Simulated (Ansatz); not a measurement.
Species: sum formula BNH$_{2}$, charge 1, multiplicity 2. 
Geometry from a B3LYP-D3(BJ)/def2-TZVP (Ansatz, a quantum-chemistry and plane-wave program) optimisation:
```xyz
4

B      0.0000     0.0000    -0.7348
N      0.0000     0.0000     0.5701
H      0.0000     0.0000    -1.9032
H      0.0000     0.0000     1.5866
```
Charge +1, spin multiplicity 2.

Parts of the frozen-core correlation energy in cc-pVDZ (Ansatz, hartree). Frozen orbitals: 2; correlated occupied orbitals by spin: 5 and 4; virtual: 31 and 32. Open shells are spin-unrestricted. No spin-orbit coupling. No relativistic terms.

```csv
term,value
reference (HF),-79.95720
MP2 opposite-spin,-0.14624
MP2 same-spin,-0.04086
CCSD correlation,-0.21335
(T),-0.00554
CCSDT minus CCSD(T),-0.00084
CCSDT(Q) minus CCSD(T),-0.00124
T1 diagnostic,0.018
largest doubles amplitude,0.072
<S^2> of the reference,0.763
```
